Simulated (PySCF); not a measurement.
## Partial charges of `[AlH2][CH]1CC1`

Species: C3H7Al.
Z-matrix (Å and degrees, PBE0-D3(BJ)/def2-SVP geometry), rows numbered from 1:
```
Al
C   1  1.9359
C   2  1.5241  1  119.78
C   3  1.4834  2   60.85  1  -108.91
H   1  1.5954  2  117.21  3    34.43
H   1  1.5928  2  122.39  3  -145.45
H   2  1.0969  1  118.09  3   145.57
H   3  1.0939  2  117.20  4  -108.82
H   3  1.0953  2  118.91  4   108.22
H   4  1.0939  2  117.19  3   108.83
H   4  1.0952  2  118.89  3  -108.26
```

Density: PBE0/pcSseg-1 (PySCF); schemes: Mulliken, IAO, Hirshfeld and ESP-fitted. The structure is a single PBE0-D3(BJ)/def2-SVP conformer in the gas phase; no vibrational or solvent corrections.

Task: Do the Mulliken, IAO, Hirshfeld and ESP-fitted schemes agree on where the charge is highest?

Result: All schemes agree: Mulliken Al1 (+0.813); IAO Al1 (+0.742); Hirshfeld Al1 (+0.512); ESP-fitted Al1 (+0.867).

Task: Which atoms carry the lowest charge in the Mulliken, IAO, Hirshfeld and ESP-fitted schemes?

Result: All schemes agree: Mulliken C2 (-0.601); IAO C2 (-0.513); Hirshfeld C2 (-0.203); ESP-fitted C2 (-0.388).

Task: What partial charge does each atom carry?

Result: In e:

```json
{"atom": "Al1", "environment": "aluminium bonded to C and 2 H", "Mulliken": "+0.813", "IAO": "+0.742", "Hirshfeld": "+0.512", "ESP-fitted": "+0.867"}
{"atom": "C2", "environment": "three-membered-ring carbon", "Mulliken": "-0.601", "IAO": "-0.513", "Hirshfeld": "-0.203", "ESP-fitted": "-0.388"}
{"atom": "C3", "environment": "three-membered-ring carbon", "Mulliken": "-0.215", "IAO": "-0.266", "Hirshfeld": "-0.088", "ESP-fitted": "-0.267"}
{"atom": "C4", "environment": "three-membered-ring carbon", "Mulliken": "-0.214", "IAO": "-0.266", "Hirshfeld": "-0.088", "ESP-fitted": "-0.276"}
{"atom": "H5", "environment": "Al–H hydrogen", "Mulliken": "-0.240", "IAO": "-0.208", "Hirshfeld": "-0.173", "ESP-fitted": "-0.286"}
{"atom": "H6", "environment": "Al–H hydrogen", "Mulliken": "-0.230", "IAO": "-0.202", "Hirshfeld": "-0.172", "ESP-fitted": "-0.317"}
{"atom": "H7", "environment": "methine hydrogen", "Mulliken": "+0.144", "IAO": "+0.146", "Hirshfeld": "+0.034", "ESP-fitted": "+0.121"}
{"atom": "H8", "environment": "methylene hydrogen", "Mulliken": "+0.135", "IAO": "+0.146", "Hirshfeld": "+0.047", "ESP-fitted": "+0.149"}
{"atom": "H9", "environment": "methylene hydrogen", "Mulliken": "+0.136", "IAO": "+0.137", "Hirshfeld": "+0.042", "ESP-fitted": "+0.121"}
{"atom": "H10", "environment": "methylene hydrogen", "Mulliken": "+0.135", "IAO": "+0.147", "Hirshfeld": "+0.047", "ESP-fitted": "+0.154"}
{"atom": "H11", "environment": "methylene hydrogen", "Mulliken": "+0.136", "IAO": "+0.137", "Hirshfeld": "+0.043", "ESP-fitted": "+0.122"}
```

Mean size of the charges over all atoms: ESP-fitted 0.279 e, Mulliken 0.273 e, IAO 0.264 e, Hirshfeld 0.132 e. Each set sums to the total charge, 0, to within 0.001 e. The ESP scheme is a least-squares fit of atom-centred charges to the potential on four shells outside the van der Waals surface, with the total charge fixed.

Task: Sum the charges by element, for elements with more than one atom.

Result: 
| element | atoms | Mulliken | IAO | Hirshfeld | ESP-fitted |
| --- | --- | --- | --- | --- | --- |
| C | 3 | -1.030 | -1.044 | -0.380 | -0.931 |
| H | 7 | +0.217 | +0.302 | -0.133 | +0.064 |

Task: How closely do the schemes follow one another over all atoms?

Result: Correlation coefficient and root-mean-square difference: Mulliken with IAO 0.99, 0.043 e; Hirshfeld with ESP-fitted 0.98, 0.166 e; IAO with ESP-fitted 0.98, 0.069 e; Mulliken with ESP-fitted 0.98, 0.077 e; Mulliken with Hirshfeld 0.96, 0.174 e; IAO with Hirshfeld 0.95, 0.155 e.
